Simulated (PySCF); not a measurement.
# How methods differ on the ionisation energy of Xe

Xe [Xe] (1S) → Xe⁺ [Kr] 4d10 5s2 5p5 (2P), as a difference of total energies. Calculation: PySCF 2.14, in x2c-TZVPPall with one added diffuse shell each of s, p, d, f type (9s7p5d3f, 76 functions); the spin-free X2C one-electron Hamiltonian (Gaussian nucleus). Correlated levels: valence: [Kr] 4d10 frozen; valence and next inner shell: [Ar] 3d10 frozen. The calculations carry no spin-orbit coupling.

```json
{"method": "UHF", "ionisation energy (eV)": "11.509", "plus first-order spin-orbit estimate": "11.109", "error of that sum (eV)": "-1.021"}
{"method": "LDA", "ionisation energy (eV)": "12.671", "plus first-order spin-orbit estimate": "12.271", "error of that sum (eV)": "+0.141"}
{"method": "PBE", "ionisation energy (eV)": "12.366", "plus first-order spin-orbit estimate": "11.966", "error of that sum (eV)": "-0.164"}
{"method": "PBE0", "ionisation energy (eV)": "12.430", "plus first-order spin-orbit estimate": "12.030", "error of that sum (eV)": "-0.100"}
{"method": "r2SCAN", "ionisation energy (eV)": "12.470", "plus first-order spin-orbit estimate": "12.070", "error of that sum (eV)": "-0.060"}
{"method": "B97-3", "ionisation energy (eV)": "12.415", "plus first-order spin-orbit estimate": "12.015", "error of that sum (eV)": "-0.115"}
{"method": "B3LYP", "ionisation energy (eV)": "12.479", "plus first-order spin-orbit estimate": "12.080", "error of that sum (eV)": "-0.050"}
{"method": "M06-2X", "ionisation energy (eV)": "12.319", "plus first-order spin-orbit estimate": "11.919", "error of that sum (eV)": "-0.211"}
{"method": "MN15", "ionisation energy (eV)": "12.315", "plus first-order spin-orbit estimate": "11.916", "error of that sum (eV)": "-0.214"}
{"method": "MP2 (valence)", "ionisation energy (eV)": "12.291", "plus first-order spin-orbit estimate": "11.891", "error of that sum (eV)": "-0.239"}
{"method": "SCS-MP2 (valence)", "ionisation energy (eV)": "12.220", "plus first-order spin-orbit estimate": "11.820", "error of that sum (eV)": "-0.310"}
{"method": "MP2 (valence and next inner shell)", "ionisation energy (eV)": "12.424", "plus first-order spin-orbit estimate": "12.024", "error of that sum (eV)": "-0.106"}
{"method": "SCS-MP2 (valence and next inner shell)", "ionisation energy (eV)": "12.312", "plus first-order spin-orbit estimate": "11.913", "error of that sum (eV)": "-0.217"}
```

Reference: 12.130 eV (measured; NIST Atomic Spectra Database, ionization energies).

A first-order spin-orbit estimate (lowest level to lowest level, LS coupling) adds -0.400 eV.

Errors of the correlated levels include the incompleteness of this basis and the frozen core.
